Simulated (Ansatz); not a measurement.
Computed with Ansatz on PBE0-D4/def2-TZVP structures; ΔE is electronic, products minus reactants. CBS: MP2 limit from def2 TZ/QZ plus the TZ coupled-cluster correction, frozen cores. Elements past krypton have def2 core potentials. For As, Te outer-core shells are correlated without core-valence functions, which leaves a few kJ/mol of doubt a bond. Scalar relativity is left out up to krypton. One conformer a species, not always the lowest.

`B[AsH]CO` + `NC[TeH]` → `BNC[TeH]` + `OC[AsH2]`  (cleavage of the B–As bond)

```csv
species,MP2/CBS(def2) energy (Eh)
`B[AsH]CO`,-2376.52804
`NC[TeH]`,-363.44081
`BNC[TeH]`,-388.85906
`OC[AsH2]`,-2351.16004
```

Q: Work out ΔE.

A: ΔE = (-388.85906) + (-2351.16004) − (-2376.52804) − (-363.44081) = -0.05025 Eh = -31.5 kcal/mol. CCSD(T)/CBS gives -31.7 kcal/mol.

Largest T1 diagnostic among the species: 0.013.

From PBE to PBE0 (25 % exact exchange), in def2-TZVPP and without D4, ΔE moves by +0.8 kcal/mol.
